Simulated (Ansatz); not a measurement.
The first iterations of a band of FHSSn (4 atoms, charge 0, multiplicity 1).

Level of theory: RKS B3LYP/def2-SVP in Ansatz 0.2.0.

```
movable images  : 9
climbing image  : yes
spring          : 5.0 eV/Å²
optimiser       : quadratic models (default)
start path      : through a guess of the saddle point
force threshold : 0.03 eV/Å
iteration limit : 44
end points      : relaxed
```

First end point:

```xyz
4
Properties=species:S:1:pos:R:3
F -1.645 -0.462 0.331
Sn -0.537 1.120 0.737
S 1.467 0.200 -0.386
H 0.770 -0.919 -0.702
```

Last end point:

```xyz
4
Properties=species:S:1:pos:R:3
F -2.166 -0.219 0.624
Sn -0.531 0.874 0.614
S 0.835 -0.764 -0.648
H 1.919 0.050 -0.611
```

| iteration | highest image above the first end (eV) | largest band force component (eV/Å) |
| --- | --- | --- |
| 1 | 59.918 | 227.606 |
| 2 | 36.282 | 144.829 |
| 3 | 16.036 | 67.099 |
| 4 | 7.407 | 36.681 |

Q: Does the band converge within its limit, and where does its top end?

A: It converged. It ended after 14 iterations with the highest image 0.369 eV above the first end. A vibrational analysis at the climbing image gives one clearly imaginary mode, 339i cm⁻¹: a first-order saddle point.

The run took 4.6 min on 1 CPU thread of a shared host.
